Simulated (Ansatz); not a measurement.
A CCSD(T) single point on H5OSbSi, SMILES `[SiH3][O][SbH2]`.

```yaml
crystal:
  periodic: [false, false, false]
  atoms:
    - {symbol: Si, position_ang: [-0.877601, 1.026110, -0.354250]}
    - {symbol: O, position_ang: [0.108207, 0.001751, 0.450136]}
    - {symbol: Sb, position_ang: [1.416930, -1.333419, -0.152825]}
    - {symbol: H, position_ang: [-2.268582, 0.498217, -0.392203]}
    - {symbol: H, position_ang: [-0.414993, 1.216610, -1.760411]}
    - {symbol: H, position_ang: [-0.879753, 2.341484, 0.336346]}
    - {symbol: H, position_ang: [2.399635, -1.148813, 1.238787]}
    - {symbol: H, position_ang: [0.608355, -2.659042, 0.578619]}
basis:
  gaussian: {orbitals: def2-TZVPP}
correlation: {method: ccsd_t}
output: {orbitals: {seedname: orbitals}}
```

```sh
$ ansatz run in.yaml --threads 2 --pin off --events-out ev --progress --plain --max-ram 4352MiB
```

Output of Ansatz, abridged:

```
Functional definition: HF
1275 factors; integrals over basis functions are off by at most 7.8e-4 eV
mean field evaluation 1: about -16487.8535 eV, gradient 3.9e1 eV
mean field evaluation 2: about -16488.0856 eV, gradient 3.9e1 eV
mean field evaluation 4: about -16491.3239 eV, gradient 3.3e0 eV
mean field evaluation 8: about -16491.3818 eV, gradient 2.0e-1 eV
mean field -16491.38210669 eV, -606.0471141607 hartree, gradient 3.6e-6 eV, S^2 0.000000; 0 other end points of the search recorded, 0 dependent functions left out
10 core orbitals not correlated: weight in the atoms' cores, before any rotation towards them, 1.000 or more for the frozen orbitals, at most 0.000 for the correlated occupied ones
reference -16491.38210669 eV, -606.0471141607 hartree; 15, 15 occupied and 168, 168 virtual orbitals, 1275 factors
second order -19.56218084 eV of doubles, -0.00000000 eV of singles
cycle   1  -19.51874459 eV  change    4.3e-2 eV  update   1.1e-1
cycle   2  -20.07918571 eV  change   -5.6e-1 eV  update   3.6e-2
cycle   3  -20.21021903 eV  change   -1.3e-1 eV  update   2.0e-2
cycle   4  -20.19723764 eV  change    1.3e-2 eV  update   5.1e-3
cycle   5  -20.19406512 eV  change    3.2e-3 eV  update   2.2e-3
cycle   6  -20.19488891 eV  change   -8.2e-4 eV  update   6.6e-4
cycle   7  -20.19462828 eV  change    2.6e-4 eV  update   2.8e-4
cycle   8  -20.19455035 eV  change    7.8e-5 eV  update   8.5e-5
cycle   9  -20.19459914 eV  change   -4.9e-5 eV  update   3.5e-5
cycle  10  -20.19459706 eV  change    2.1e-6 eV  update   1.1e-5
perturbative correction -0.63562795 eV, -0.0233588962 hartree
Total energy: -16512.21233170 eV, -606.8126108106 hartree
```

Hardware: 2 threads of an Arm Neoverse V2 on a shared host. Wall time 73 s, peak host memory 2.3 GiB.

The correlation energy is -20.830 eV, 3.1 % of it from (T); the T1 diagnostic reads 0.0138.
